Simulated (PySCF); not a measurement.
CH₆FNOSi₂. Atoms are numbered in the order given.

```xyz
12

N      2.3589     0.2971    -0.2193
Si     1.0175    -0.6420     0.2740
O      0.0287    -1.3536    -0.9207
C     -1.2328    -0.6750    -0.9580
Si    -1.0400     0.4083     0.6100
F     -1.1995     2.0164     0.3608
H      2.2562     1.1534    -0.7504
H      3.2852    -0.1023    -0.3135
H      1.5763    -1.7065     1.1535
H     -1.3456    -0.0914    -1.8899
H     -2.0593    -1.4059    -0.9240
H     -1.9479     0.0755     1.7495
```
Charge 0, spin multiplicity 1.

Geometry: PBE0-D3(BJ)/def2-SVP. The structure was generated by enumeration; whether it is a known compound was not checked. Other conformers were not sampled.

Method: PBE0/pcSseg-1 (PySCF).

GIAO shieldings, no solvent; atoms listed in one row are averaged. δ = σ(ref) − σ: ¹⁵N against NH3 (σ = 267.4 ppm); ²⁹Si against TMS (σ = 352.7 ppm); ¹⁷O against H2O (σ = 334.2 ppm); ¹³C against TMS (σ = 186.3 ppm); ¹⁹F against CFCl3 (σ = 167.2 ppm); ¹H against TMS (σ = 31.56 ppm), references at their B3LYP-D3(BJ)/def2-TZVP geometries, non-relativistic.

```
nucleus     atoms  count  δ (ppm)
-------  --------  -----  -------
¹⁵N            N1      1     49.3
²⁹Si          Si5      1     54.7
²⁹Si          Si2      1     10.2
¹⁷O            O3      1    113.9
¹³C            C4      1     69.0
¹⁹F            F6      1   -206.7
¹H            H12      1     6.39
¹H             H9      1     5.35
¹H       H10, H11      2     4.57
¹H             H8      1     2.17
¹H             H7      1     1.84
```
